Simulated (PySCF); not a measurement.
A side-by-side comparison of computed properties.

First species: Isothiocyanic acid, CHNS.
SMILES with atom numbers: `[NH:1]=[C:2]=[S:3]` (hydrogens: H4 on N1)

Second species: C3H10N2OSi.
SMILES: `[SiH2](N)C(=O)NCC`

Levels: wB97X-D/def2-SVPD for dipole moment, HOMO energy, LUMO energy, HOMO–LUMO gap, static isotropic polarisability and electronic spatial extent ⟨r²⟩ about the centre of nuclear charge; TDDFT wB97X-D/def2-SVPD for lowest singlet excitation; TDA wB97X-D/def2-SVPD for lowest triplet excitation (Tamm–Dancoff); GFN2-xTB for rotational constant A and rotational constant C. Geometries: GFN2-xTB. Each structure is a single optimised conformer of the isolated species, non-relativistic unless stated. Electronic properties by PySCF.

Dipoles, sizes and rotational constants follow the conformer. The torsions of the flexible species, by atom-mapped SMILES:
- `[CH3:1][CH2:2][NH:3][C:4](=[O:5])[SiH2:6][NH2:7]`: C1–C2–N3–C4 -118°, C2–N3–C4–O5 -2°, N3–C4–Si6–N7 -28°, H–N7–Si6–C4 -57°, H–N7–Si6–C4 169°

Values for the first species:

| Item | Value |
| --- | --- |
| Dipole moment | 2.14 D |
| HOMO energy | -9.45 eV |
| LUMO energy | 0.63 eV |
| HOMO–LUMO gap | 10.08 eV |
| Lowest singlet excitation | 4.61 eV |
| Lowest triplet excitation (Tamm–Dancoff) | 4.33 eV |
| Static isotropic polarisability | 40.5 au |
| Electronic spatial extent ⟨r²⟩ about the centre of nuclear charge | 214 bohr² |
| Rotational constant A | 1249.397 GHz |
| Rotational constant C | 5.975 GHz |

(1) Estimate the same properties for the second species, and the change in each.

## Answers

(1) 
```csv
property,first,second,second less first
dipole moment,2.14 D,4.24 D,+2.10 D
HOMO energy,-9.45 eV,-8.70 eV,+0.75 eV
LUMO energy,0.63 eV,1.46 eV,+0.83 eV
HOMO–LUMO gap,10.08 eV,10.16 eV,+0.08 eV
lowest singlet excitation,4.61 eV,4.81 eV,+0.20 eV
lowest triplet excitation (Tamm–Dancoff),4.33 eV,4.24 eV,-0.09 eV
static isotropic polarisability,40.5 au,83.1 au,+42.6 au
electronic spatial extent ⟨r²⟩ about the centre of nuclear charge,214 bohr²,1237 bohr²,+1023 bohr²
rotational constant A,1249.397 GHz,3.588 GHz,-1245.809 GHz
rotational constant C,5.975 GHz,0.972 GHz,-5.003 GHz
```

On the first: S1 lies 5.47 eV below the HOMO–LUMO gap; its leading configuration is HOMO→LUMO, weight 0.98. In wavenumbers S1 is 37200 cm⁻¹ (1 eV = 8065.54 cm⁻¹).

On the second: The polarisability is 12.32 Å³ as a volume (1 au = 0.148185 Å³), or 1.30 au for each of the 64 electrons. In wavenumbers S1 is 38800 cm⁻¹ (1 eV = 8065.54 cm⁻¹).
